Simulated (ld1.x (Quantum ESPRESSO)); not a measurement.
# cobalt, PAW: configuration errors across variants

- Element: cobalt
- Generator: ld1.x (Quantum ESPRESSO) 7.5
- Type: PAW
- Functional: LDA (PZ)
- Relativity: scalar-relativistic
- Frozen core: [Ar]
- Valence charge: 9
- Reference configuration: 3d7 4s1.75 4p0 (charge +0.25)
- Partial waves: 4s (bound): rcut 1.45, rcutus 2.00 bohr; 4s channel at 0.95 Ry: rcut 1.45, rcutus 2.00 bohr; 4p (bound, empty): rcut 1.80, rcutus 2.35 bohr; 4p channel at 1 Ry: rcut 1.80, rcutus 2.35 bohr; 3d (bound): rcut 0.75, rcutus 0.95 bohr; 3d channel at -0.1 Ry: rcut 0.75, rcutus 0.95 bohr
- Local potential: all-electron potential smoothed inside 0.95 bohr (lloc = -1)
- Core correction: Bessel-smoothed model core, default radius (core density twice the valence density)
- Augmentation charge: BG, radius 0.65 bohr

All-electron excitation energies from the reference (eV): (1) 3d7 4s2 4p0 -1.637; (2) 3d7 4s1 4p0 7.658; (3) 3d7 4s0 4p0 24.743; (4) 3d8 4s1 4p0 -2.876; (5) 3d8 4s0 4p0 5.068; (6) 3d7.5 4s1.5 4p0 -2.617; (7) 3d5 4s0 4p0 116.583; (8) 3d7 4s1.75 4p0 spin -2.067; (9) 3d7 4s2 4p0 spin -3.620.

Spin tests fill each open shell by Hund’s rule, majority spin first.

3 further variants failed, have other tests or too few solved ones, and are left out.

A true bound ghost makes a file unfit for plane-wave use even where its test errors are small: the radial tests pick states by their node count and pass the ghost by.

Errors AE − PS in meV (a dash: test not solved or not reliable):

```tsv
change	(1)	(2)	(3)	(4)	(5)	(6)	(7)	(8)	(9)	bound ghosts
base	+0.4	-1.4	-1.8	-56	-82	-17	-1426	-8.6	-8.9	s, p
all radii but the core radius scaled by about 1.03 (s 2.06, p 2.42, d 0.98 bohr, rcut 1.48/1.84/0.76); local potential all-electron potential smoothed inside 0.98 bohr (lloc = -1); augmentation BG, radius 0.66 bohr	+0.4	-1.3	-0.9	-55	-80	-17	-1431	-8.5	-8.9	s
all radii but the core radius scaled by about 1.13 (s 2.26, p 2.66, d 1.08 bohr, rcut 1.64/2.04/0.84); local potential all-electron potential smoothed inside 1.08 bohr (lloc = -1); augmentation BG, radius 0.74 bohr	+0.5	-1.5	+1.8	-55	-73	-18	-1449	-8.3	-8.7	s
all radii but the core radius scaled by about 1.18 (s 2.36, p 2.78, d 1.12 bohr, rcut 1.72/2.12/0.88); local potential all-electron potential smoothed inside 1.12 bohr (lloc = -1); augmentation BG, radius 0.76 bohr	+0.6	-0.8	+16	-50	-50	-17	-1463	-8.1	-8.6	s
all radii but the core radius scaled by about 1.28 (s 2.56, p 3.00, d 1.22 bohr, rcut 1.84/2.30/0.96); local potential all-electron potential smoothed inside 1.22 bohr (lloc = -1); augmentation BG, radius 0.82 bohr	+0.5	+6.1	+106	-20	+92	-12	-1498	-7.8	-8.8	s
```

Task: Give the same row for: all radii but the core radius scaled by about 1.36 (s 2.72, p 3.20, d 1.30 bohr, rcut 1.98/2.44/1.02); local potential all-electron potential smoothed inside 1.30 bohr (lloc = -1); augmentation BG, radius 0.88 bohr.

Result: +0.2, +4.8, +150, -24, +175, -14, -1523, -8.2, -9.3; bound ghosts: s.
